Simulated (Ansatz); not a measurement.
Li₂₀H₂₀ (started as a model of: 2x4x5 LiH rock-salt block). Total charge 0; singlet. Geometry PBE-D4/def2-SVP; atoms count from 1.

```tsv
atom	x (Å)	y (Å)	z (Å)
Li1	1.665	-0.833	-4.295
H2	2.014	0.387	-2.978
Li3	2.027	1.610	-1.545
H4	2.259	2.821	-0.120
Li5	2.145	3.947	1.318
H6	1.069	-2.220	-3.260
Li7	1.188	-0.941	-1.772
H8	1.318	0.286	-0.356
Li9	1.432	1.489	1.081
H10	1.569	2.753	2.580
Li11	0.223	-3.426	-2.086
H12	0.361	-2.213	-0.634
Li13	0.485	-1.002	0.812
H14	0.607	0.232	2.238
Li15	0.715	1.473	3.668
H16	-0.552	-4.681	-0.928
Li17	-0.439	-3.493	0.519
H18	-0.299	-2.333	2.012
Li19	-0.193	-1.042	3.397
H20	-0.061	0.196	4.799
H21	0.060	-0.195	-4.799
Li22	0.193	1.042	-3.397
H23	0.300	2.332	-2.012
Li24	0.440	3.493	-0.519
H25	0.550	4.681	0.927
Li26	-0.716	-1.473	-3.668
H27	-0.607	-0.232	-2.237
Li28	-0.484	1.002	-0.811
H29	-0.361	2.212	0.634
Li30	-0.224	3.426	2.085
H31	-1.571	-2.752	-2.579
Li32	-1.432	-1.489	-1.080
H33	-1.316	-0.287	0.357
Li34	-1.187	0.940	1.772
H35	-1.070	2.220	3.259
Li36	-2.146	-3.946	-1.317
H37	-2.258	-2.820	0.121
Li38	-2.026	-1.611	1.545
H39	-2.013	-0.388	2.977
Li40	-1.666	0.833	4.295
```

Q: Estimate the Mulliken populations of the heavy atoms from the PBE0/def2-TZVP orbitals of Ansatz.

A: 
```json
{"atom": "Li1", "charge (e)": "0.60"}
{"atom": "Li3", "charge (e)": "0.72"}
{"atom": "Li5", "charge (e)": "0.60"}
{"atom": "Li7", "charge (e)": "0.46"}
{"atom": "Li9", "charge (e)": "0.46"}
{"atom": "Li11", "charge (e)": "0.61"}
{"atom": "Li13", "charge (e)": "0.48"}
{"atom": "Li15", "charge (e)": "0.61"}
{"atom": "Li17", "charge (e)": "0.60"}
{"atom": "Li19", "charge (e)": "0.60"}
{"atom": "Li22", "charge (e)": "0.60"}
{"atom": "Li24", "charge (e)": "0.60"}
{"atom": "Li26", "charge (e)": "0.61"}
{"atom": "Li28", "charge (e)": "0.48"}
{"atom": "Li30", "charge (e)": "0.61"}
{"atom": "Li32", "charge (e)": "0.46"}
{"atom": "Li34", "charge (e)": "0.46"}
{"atom": "Li36", "charge (e)": "0.60"}
{"atom": "Li38", "charge (e)": "0.72"}
{"atom": "Li40", "charge (e)": "0.60"}
```
Mulliken values depend strongly on the basis.
